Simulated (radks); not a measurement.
The numbers below are computed, except where a source is named.
Ni25+, configuration 1s1.5 2s1 3d0.5 (fractional occupations, a model configuration). Level of theory: scalar-relativistic Kohn-Sham, exchange-only PBE, spin-polarised, spherical densities, finite nucleus; open shells are filled with parallel spins first; Fermi nuclear charge, rms radius 3.7757 fm (a radial shooting solver on a logarithmic mesh with Libxc functionals).

Normalised radial functions P(r) = r R(r), r in bohr:

```
   r/bohr * 1s down, o 3d up (the largest magnitude, 3.88, reaches the edge; | marks zero, & curves that meet)
 0.005839 o                     *
 0.007247 o                         *
 0.008995 o                             *
  0.01116 o                                  *
  0.01385 o                                       *
   0.0172 o                                            *
  0.02134 o                                                 *
  0.02649 o                                                    *
  0.03287 o                                                      *
   0.0408 |o                                                     *
  0.05063 |o                                                 *
  0.06284 | o                                          *
  0.07799 |  o                                 *
   0.0968 |    o                     *
   0.1201 |      o          *
   0.1491 |         *o
   0.1851 |   *          o
   0.2297 | *                o
    0.285 *                      o
   0.3538 *                       o
   0.4391 *                    o
   0.5449 *               o
   0.6763 *         o
   0.8394 *    o
    1.042 * o
    1.293 &
    1.605 &
```

1s down: eigenvalue -10110.4 eV, 0 radial nodes, <r> = 0.0534 bohr, 90 % of the charge inside 0.0952 bohr. 3d up: eigenvalue -999.60 eV, 0 radial nodes, <r> = 0.401 bohr, 90 % of the charge inside 0.604 bohr.
